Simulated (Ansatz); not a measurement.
`C[NH][Hf]([OH])([Cl])[Cl]` + H–F → `[OH][Hf]([F])([Cl])[Cl]` + CH₃NH₂ at 700 K and 1 bar (ligand exchange at the Hf–N bond).

Computed with Ansatz on PBE0-D4/def2-TZVP structures; ΔE is electronic, products minus reactants. CBS: MP2 limit from def2 TZ/QZ plus the TZ coupled-cluster correction, frozen cores. This one scheme is used for every species. Elements past krypton have def2 core potentials. For Hf outer-core shells are correlated without core-valence functions, which leaves a few kJ/mol of doubt a bond. One conformer a species, not always the lowest.

```tsv
species	CCSD(T)/CBS energy (Eh)	H − E (kJ/mol)	S (J/(mol·K))
`C[NH][Hf]([OH])([Cl])[Cl]`	-1138.65666	277.3	581.5
H–F	-100.39570	45.2	198.5
`[OH][Hf]([F])([Cl])[Cl]`	-1143.33676	114.2	486.3
CH₃NH₂	-95.75281	207.6	296.6
```

H − E and S are ideal-gas, rigid-rotor, harmonic terms from PBE0-D4/def2-TZVP, for one conformer and one mirror image of each species. 1 Eh = 2625.50 kJ/mol, R = 8.31446 J/(mol·K).

**Question.** By hand: ΔE, ΔH, ΔS and ΔG.

**Answer.** ΔE = (-1143.33676) + (-95.75281) − (-1138.65666) − (-100.39570) = -0.03721 Eh = -97.7 kJ/mol. Δ(H − E) = 114.2 + 207.6 − 277.3 − 45.2 = -0.7, so ΔH = -98.4 kJ/mol. ΔS = 486.3 + 296.6 − 581.5 − 198.5 = 2.9 J/(mol·K). ΔG = -98.4 − 700 × (2.9)/1000 = -100.4 kJ/mol.

**Question.** By hand: the equilibrium constant, and the temperature at which ΔG would vanish if ΔH and ΔS stayed fixed.

**Answer.** log₁₀ K = −ΔG/(RT ln 10) = 7.5. ΔH and −TΔS have one sign here, so there is no such temperature.

The number of gas molecules stays the same, so ΔS is small and ΔH decides. A doubt of 5 kJ/mol in ΔE shifts log₁₀ K by 0.4 here. Other conformers and mirror images would add mixing entropy, several J/(mol·K) or more a flexible species. Modes under 60 cm⁻¹, often nearly free rotors, make the harmonic entropy too high. These are equilibria of isolated gas molecules and say nothing of rates. Largest T1 diagnostic: 0.015 (customary marks: 0.02 for closed shells, 0.045 for open ones).

ΔS is within the doubt of such terms, so its sign, and with it that verdict, could turn.
